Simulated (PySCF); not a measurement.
## Hf (hafnium, neutral) across methods

[Xe] 4f14 5d2 6s2, high-spin 3F determinant. Calculation: PySCF 2.14, in def2-TZVPPD with the def2 core potential (60 electrons); a scalar-relativistic core potential.

```json
{"method": "PBEsol", "E (hartree)": "-47.7713", "mean ε 6s α (eV)": "-5.259", "mean ε 6s β (eV)": "-4.479", "mean ε 5d α (eV)": "-3.328", "Σ⟨r²⟩ (bohr²)": "59.03", "⟨S²⟩": "2.004"}
{"method": "UHF", "E (hartree)": "-47.36964", "mean ε 6s α (eV)": "-7.022", "mean ε 6s β (eV)": "-5.804", "mean ε 5d α (eV)": "-7.352", "Σ⟨r²⟩ (bohr²)": "61.33", "⟨S²⟩": "2.015"}
{"method": "PBE", "E (hartree)": "-47.8729", "mean ε 6s α (eV)": "-5.208", "mean ε 6s β (eV)": "-4.449", "mean ε 5d α (eV)": "-3.389", "Σ⟨r²⟩ (bohr²)": "59.12", "⟨S²⟩": "2.003"}
{"method": "CAM-B3LYP", "E (hartree)": "-47.8144", "mean ε 6s α (eV)": "-6.688", "mean ε 6s β (eV)": "-6.051", "mean ε 5d α (eV)": "-5.544", "Σ⟨r²⟩ (bohr²)": "58.98", "⟨S²⟩": "2.004"}
{"method": "wB97X-V", "E (hartree)": "-47.8217", "mean ε 6s α (eV)": "-7.411", "mean ε 6s β (eV)": "-6.810", "mean ε 5d α (eV)": "-6.450", "Σ⟨r²⟩ (bohr²)": "59.03", "⟨S²⟩": "2.004"}
{"method": "LDA", "E (hartree)": "-47.7254", "mean ε 6s α (eV)": "-5.398", "mean ε 6s β (eV)": "-4.681", "mean ε 5d α (eV)": "-3.331", "Σ⟨r²⟩ (bohr²)": "58.96", "⟨S²⟩": "2.003"}
{"method": "r2SCAN", "E (hartree)": "-47.8724", "mean ε 6s α (eV)": "-5.332", "mean ε 6s β (eV)": "-4.503", "mean ε 5d α (eV)": "-3.785", "Σ⟨r²⟩ (bohr²)": "59.82", "⟨S²⟩": "2.014"}
{"method": "PBE0", "E (hartree)": "-47.8434", "mean ε 6s α (eV)": "-5.817", "mean ε 6s β (eV)": "-5.020", "mean ε 5d α (eV)": "-4.459", "Σ⟨r²⟩ (bohr²)": "59.14", "⟨S²⟩": "2.004"}
{"method": "revPBE", "E (hartree)": "-47.9097", "mean ε 6s α (eV)": "-5.154", "mean ε 6s β (eV)": "-4.374", "mean ε 5d α (eV)": "-3.400", "Σ⟨r²⟩ (bohr²)": "59.20", "⟨S²⟩": "2.004"}
```

Energies and moments cover only the electrons outside the core potential. Spin-orbit coupling, absent here, splits the open shell strongly.
